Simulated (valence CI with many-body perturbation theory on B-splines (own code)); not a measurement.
Tb34+: electric-dipole lines

Computed by valence CI with perturbative core correlation (CI+MBPT): three valence electrons over a frozen Dirac-Fock core [Ar] 3d10, a basis of 11 s, 11 p, 9 d, 7 f, 5 g, 2 h, 1 i functions for each j, with the one-electron correlation potential Σ1 (screened to all orders), the two-electron term Σ2, the three-electron term Σ3, Breit, model QED; selected single and double excitations, second order for the rest (own B-spline code, finite nucleus).

No measured spectrum was set against this ion. As an estimate, large intervals hold to a few tenths of a per cent, small ones and those within an open d or f shell to about a per cent.

Lines 51 to 100 of 273 in falling wavelength, among levels below 3315.6 × 10³ cm⁻¹, chosen from the strongest by gf and those to the six lowest levels. Wavelengths and rates use the calculated energies. Electric multipoles are in the length gauge, E1 and E2 with the static RPA response of the core. Weak lines are less certain than strong ones. Lines between different terms over intervals too small for the method are left out, as are lines whose strength nearly cancels. Where a level lies close to another of its J and parity, the split of strength between their lines is uncertain. The highest levels of a list are the least certain.

Levels are named by their leading jj configuration (3d3/2^4 stands for four electrons in 3d with j = 3/2), which in mixed levels can hold well under half, so a name can repeat and another be missing. Letters in brackets count levels of one name in rising energy.

| λ vac (Å) | Upper | Lower | A (s⁻¹) | S (a.u.) with core polarisation | S without |
| --- | --- | --- | --- | --- | --- |
| 143.4 | (4p1/2 4p3/2 4d5/2) J=9/2 | (4s 4p3/2 4d5/2) J=9/2 | 1.96e+10 | 2.85e-01 | 3.06e-01 |
| 143.3 | (4p1/2 4p3/2 4d5/2) J=9/2 | (4s 4p3/2 4d3/2) J=7/2 | 4.27e+09 | 6.21e-02 | 6.67e-02 |
| 142.5 | (4p1/2^2 4d5/2) J=5/2 | (4s 4p1/2 4d3/2) J=3/2 [b] | 9.39e+09 | 8.04e-02 | 8.64e-02 |
| 140.4 | (4p1/2 4p3/2 4d3/2) J=3/2 [b] | (4s 4p3/2 4d3/2) J=5/2 [a] | 1.17e+10 | 6.38e-02 | 6.84e-02 |
| 138.6 | (4p1/2^2 4d3/2) J=3/2 | (4s 4p1/2 4d3/2) J=3/2 [a] | 1.20e+10 | 6.29e-02 | 6.74e-02 |
| 137.4 | (4s 4p1/2 4d5/2) J=5/2 [a] | (4s 4p3/2^2) J=5/2 | 9.28e+09 | 7.14e-02 | 7.65e-02 |
| 134.3 | (4p1/2^2 4p3/2) J=3/2 | (4s 4p1/2 4p3/2) J=3/2 [a] | 1.24e+10 | 5.94e-02 | 6.37e-02 |
| 132.7 | (4p1/2 4p3/2 4d5/2) J=5/2 [b] | (4s 4p3/2 4d3/2) J=7/2 | 8.15e+09 | 5.65e-02 | 6.05e-02 |
| 124.9 | (4p1/2 4p3/2 4d3/2) J=5/2 [a] | (4s 4p1/2 4d5/2) J=5/2 [b] | 8.39e+09 | 4.84e-02 | 5.18e-02 |
| 116.6 | (4s 4p1/2 4d3/2) J=3/2 [a] | (4s 4p1/2 4p3/2) J=3/2 [b] | 7.67e+09 | 2.40e-02 | 2.56e-02 |
| 112.3 | (4s 4p1/2 4d3/2) J=5/2 | (4s 4p1/2 4p3/2) J=3/2 [b] | 9.30e+08 | 3.90e-03 | 4.17e-03 |
| 109.2 | (4s 4p1/2 4p3/2) J=3/2 [a] | (4s^2 4p1/2) J=1/2 | 7.33e+08 | 1.89e-03 | 2.02e-03 |
| 106.8 | (4s 4p1/2 4d3/2) J=3/2 [a] | (4s 4p1/2 4p3/2) J=5/2 | 5.97e+09 | 1.44e-02 | 1.54e-02 |
| 106.8 | (4s 4p3/2^2) J=5/2 | (4s^2 4p3/2) J=3/2 | 9.77e+09 | 3.52e-02 | 3.79e-02 |
| 106.3 | (4p1/2 4p3/2 4d3/2) J=5/2 [a] | (4p1/2 4p3/2^2) J=5/2 | 1.61e+10 | 5.72e-02 | 6.11e-02 |
| 106.3 | (4p1/2 4p3/2 4d5/2) J=5/2 [b] | (4s 4p1/2 4d5/2) J=3/2 | 1.60e+10 | 5.68e-02 | 6.10e-02 |
| 105.9 | (4p1/2 4p3/2^2) J=3/2 | (4s 4p1/2 4p3/2) J=3/2 [b] | 7.97e+09 | 1.87e-02 | 2.00e-02 |
| 104.8 | (4s 4p3/2 4d3/2) J=5/2 [b] | (4s 4p3/2^2) J=3/2 | 2.89e+10 | 9.86e-02 | 1.06e-01 |
| 104.3 | (4p1/2 4p3/2 4d5/2) J=7/2 [b] | (4s 4p1/2 4d5/2) J=5/2 [b] | 2.81e+10 | 1.26e-01 | 1.35e-01 |
| 104.0 | (4p1/2 4p3/2^2) J=5/2 | (4s 4p1/2 4p3/2) J=3/2 [b] | 5.74e+09 | 1.91e-02 | 2.07e-02 |
| 103.6 | (4s 4p3/2 4d5/2) J=7/2 [a] | (4s^2 4d5/2) J=5/2 | 3.11e+10 | 1.36e-01 | 1.47e-01 |
| 103.5 | (4p1/2^2 4d3/2) J=3/2 | (4p1/2^2 4p3/2) J=3/2 | 2.74e+10 | 6.01e-02 | 6.40e-02 |
| 103.2 | (4s 4p1/2 4d3/2) J=5/2 | (4s 4p1/2 4p3/2) J=5/2 | 1.39e+09 | 4.54e-03 | 4.78e-03 |
| 103.1 | (4s 4p3/2 4d5/2) J=7/2 [b] | (4s^2 4d5/2) J=5/2 | 4.56e+10 | 1.97e-01 | 2.12e-01 |
| 102.4 | (4p1/2 4p3/2 4d5/2) J=7/2 [a] | (4s 4p1/2 4d5/2) J=5/2 [a] | 4.20e+10 | 1.78e-01 | 1.91e-01 |
| 101.5 | (4s 4p1/2 4d3/2) J=1/2 | (4s 4p1/2 4p3/2) J=3/2 [b] | 3.00e+09 | 3.10e-03 | 3.29e-03 |
| 101.1 | (4s 4p1/2 4d3/2) J=3/2 [a] | (4s 4p1/2 4p3/2) J=3/2 [a] | 6.59e+08 | 1.34e-03 | 1.42e-03 |
| 101.0 | (4s 4p1/2 4d3/2) J=3/2 [b] | (4s 4p1/2 4p3/2) J=3/2 [b] | 9.38e+09 | 1.91e-02 | 2.03e-02 |
| 99.94 | (4p1/2 4p3/2 4d5/2) J=9/2 | (4s 4p1/2 4d5/2) J=7/2 | 4.47e+10 | 2.20e-01 | 2.37e-01 |
| 98.94 | (4s 4p1/2 4d5/2) J=5/2 [a] | (4s 4p1/2 4p3/2) J=3/2 [b] | 3.86e+09 | 1.11e-02 | 1.19e-02 |
| 98.82 | (4p1/2 4p3/2 4d3/2) J=5/2 [a] | (4s 4p1/2 4d3/2) J=5/2 | 2.84e+10 | 8.10e-02 | 8.67e-02 |
| 98.53 | (4p1/2 4p3/2 4d5/2) J=1/2 | (4s 4p1/2 4d5/2) J=3/2 | 8.55e+10 | 8.08e-02 | 8.63e-02 |
| 97.90 | (4s^2 4d3/2) J=3/2 | (4s^2 4p3/2) J=3/2 | 3.13e+10 | 5.80e-02 | 6.23e-02 |
| 97.87 | (4s 4p1/2 4d3/2) J=5/2 | (4s 4p1/2 4p3/2) J=3/2 [a] | 6.49e+08 | 1.80e-03 | 1.91e-03 |
| 97.82 | (4s 4p3/2 4d3/2) J=3/2 [b] | (4s^2 4d3/2) J=3/2 | 1.42e+11 | 2.63e-01 | 2.81e-01 |
| 97.78 | (4p1/2 4p3/2^2) J=1/2 | (4s 4p1/2 4p3/2) J=1/2 | 4.49e+10 | 4.15e-02 | 4.44e-02 |
| 97.76 | (4p1/2 4p3/2 4d3/2) J=5/2 [b] | (4s 4p1/2 4d3/2) J=3/2 [b] | 3.25e+10 | 9.00e-02 | 9.66e-02 |
| 97.74 | (4p1/2 4p3/2^2) J=3/2 | (4s 4p1/2 4p3/2) J=5/2 | 2.38e+10 | 4.39e-02 | 4.70e-02 |
| 97.07 | (4p1/2 4p3/2 4d5/2) J=5/2 [a] | (4s 4p1/2 4d5/2) J=7/2 | 3.33e+10 | 9.02e-02 | 9.66e-02 |
| 96.93 | (4p1/2 4p3/2 4d3/2) J=7/2 | (4s 4p1/2 4d3/2) J=5/2 | 4.11e+10 | 1.48e-01 | 1.58e-01 |
| 96.76 | (4p1/2 4p3/2 4d3/2) J=3/2 [a] | (4s 4p1/2 4d3/2) J=5/2 | 5.85e+10 | 1.05e-01 | 1.12e-01 |
| 96.63 | (4p1/2 4p3/2 4d3/2) J=3/2 [b] | (4s 4p1/2 4d3/2) J=1/2 | 2.46e+10 | 4.38e-02 | 4.69e-02 |
| 96.43 | (4s 4p3/2 4d3/2) J=7/2 | (4s 4p3/2^2) J=5/2 | 1.39e+10 | 4.93e-02 | 5.26e-02 |
| 96.18 | (4p1/2 4p3/2^2) J=5/2 | (4s 4p1/2 4p3/2) J=5/2 | 5.70e+10 | 1.50e-01 | 1.61e-01 |
| 96.11 | (4p1/2 4p3/2 4d5/2) J=3/2 [b] | (4s 4p1/2 4d5/2) J=5/2 [b] | 1.15e+11 | 2.01e-01 | 2.15e-01 |
| 95.85 | (4p1/2 4p3/2 4d5/2) J=7/2 [b] | (4s 4p1/2 4d5/2) J=7/2 | 3.41e+10 | 1.19e-01 | 1.27e-01 |
| 95.74 | (4p1/2 4p3/2 4d3/2) J=5/2 [a] | (4s 4p1/2 4d3/2) J=3/2 [a] | 3.34e+10 | 8.68e-02 | 9.31e-02 |
| 95.67 | (4s 4p3/2 4d3/2) J=5/2 [b] | (4s^2 4d3/2) J=3/2 | 4.74e+10 | 1.23e-01 | 1.33e-01 |
| 95.55 | (4p1/2 4p3/2^2) J=1/2 | (4s 4p1/2 4p3/2) J=3/2 [b] | 1.93e+11 | 1.66e-01 | 1.78e-01 |
| 95.50 | (4s 4p1/2 4p3/2) J=3/2 [b] | (4s^2 4p1/2) J=1/2 | 1.33e+11 | 2.28e-01 | 2.44e-01 |
